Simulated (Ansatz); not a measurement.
Basis-set extrapolation for `NBPS` (PBE0-D4/def2-TZVP geometry, frozen core, Ansatz). Multiplicity 1, RHF reference.

|  | def2-TZVPP | def2-QZVPP |
| --- | --- | --- |
| HF | -820.423638 | -820.448694 |
| MP2 correlation | -0.646394 | -0.696653 |
| CCSD(T) correlation | -0.728252 | not run |

Energies in hartree. Use E(X) = E(∞) + A·exp(−7.88·√X) for Hartree–Fock and E(X) = E(∞) + B·X^(−2.97) for correlation, with X = 3 and 4, and add CCSD(T) minus MP2 of the smaller set to the MP2 limit.

What is the CCSD(T) energy at the basis-set limit?

HF limit: -820.448694 + (-0.025056) × 0.13774 = -820.45215. MP2 limit: -0.696653 + (-0.050259) × 0.74074 = -0.73388. Higher-order term: -0.728252 − (-0.646394) = -0.08186. Total: -821.26789 hartree, 304.6 kJ/mol below CCSD(T)/def2-TZVPP.
